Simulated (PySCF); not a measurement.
Vertical excitations of a molecule C4H6ClF from TDA-PBE/def2-SVPD in PySCF 2.14.0, as energy in eV (oscillator strength): 5.77 (0.019), 5.86 (0.019), 6.52 (0.192), 6.60 (0.000), 6.82 (0.149), 7.06 (0.052), 7.15 (0.009), 7.38 (0.045), 7.54 (0.007), 7.71 (0.006). Lowest triplet (TDA): 4.18 eV. The structure is a stationary point at B3LYP-D3(BJ)/def2-SVP. The values are those of a single conformer.

**Question.** Which structure fits?
A) F[C@@H]1C[C@@H]1CCl
B) C[C@]1(F)C[C@H]1Cl
C) CC/C(F)=C/Cl
D) F/C=C/CCCl

**Answer.** C, CC/C(F)=C/Cl
